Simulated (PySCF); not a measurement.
Simulated C 1s region for `C=CC(C)(C)OBOC`, binding energy against the vacuum level.

Every computed line was given a Gaussian of 0.4 eV full width at half maximum and an area set by the number of equivalent atoms; the highest printed point is 100. Method used: delta-SCF UKS SCAN, pcX-2 on the ionised atom, pcseg-1 elsewhere, spin-free X2C in PySCF.

binding energy (eV), intensity and a bar:
```
    289.5          0 
    289.6          1 
    289.7          4 #
    289.8         12 ####
    289.9         25 #######
    290.0         38 ############
    290.1         49 ###############
    290.2         61 ##################
    290.3         81 ########################
    290.4        100 ##############################
    290.5        100 ##############################
    290.6         76 #######################
    290.7         42 #############
    290.8         17 #####
    290.9          5 #
    291.0          1 
    291.1          0 
    291.2          0 
    291.3          0 
    291.4          0 
    291.5          0 
    291.6          0 
    291.7          0 
    291.8          1 
    291.9          5 #
    292.0         14 ####
    292.1         32 ##########
    292.2         54 ################
    292.3         66 ####################
    292.4         61 ##################
    292.5         42 ############
    292.6         21 ######
    292.7          8 ##
    292.8          2 #
    292.9          0
```

Task: Count the maxima, the lines and the sites behind this envelope.

Result: The curve has 2 maxima (at 290.4 and 292.3 eV). Under it lie 5 lines from 5 inequivalent carbon sites. At this width some lines have no maximum of their own.

Task: Decompose the envelope and assign each component. Numbering: `[CH2:1]=[CH:2][C:3]([CH3:4])([CH3:5])[O:6][BH:7][O:8][CH3:9]`.

Result: 
```
position (eV)  relative area  line  atoms                 environment
       290.05              1  C 1s     C1        terminal =CH2 carbon
       290.37              1  C 1s     C2            alkene CH carbon
       290.50              2  C 1s  C4/C5               methyl carbon
       292.25              1  C 1s     C3  sp3 carbon bound to oxygen
       292.39              1  C 1s     C9              methoxy carbon
```

Task: What are the centre and the root-mean-square width of the whole band?

Result: The area-weighted mean of the lines is 291.01 eV. Their own spread about it is 0.94 eV (rms) and each Gaussian has σ = 0.4/2.355 = 0.17 eV; the variances add, which gives 0.95 eV.

The listed C 1s values span 2.34 eV, from C1 (bonded to C (double bond) and 2 H) to C9 (bonded to O and 3 H). Summing the Pauling electronegativity differences to the bonded atoms, each weighted by its formal bond order, gives -0.70 for the lowest site and -0.16 for the highest; the largest sum, +0.89, belongs to C3, 0.14 eV below the top. The smallest sum, -1.05, belongs to C4/C5, 0.45 eV above the lowest.

Shake-up satellites, vibrational structure and lifetime widths aren't simulated. Topologically equivalent atoms share the value of their first member; where this conformer doesn't relate them by symmetry, their own values could differ. Geometry: PBE0-D3(BJ)/def2-SVP, one conformer, isolated molecule.

Time: 2.8 min wall. Hardware: an x86-64 server with one thread, on a shared host.

The values belong to the conformer `[CH2:1]=[CH:2][C:3]([CH3:4])([CH3:5])[O:6][BH:7][O:8][CH3:9]`: C1–C2–C3–C4 -133°, C2–C3–O6–B7 -70°, C3–O6–B7–O8 176°, O6–B7–O8–C9 178°.
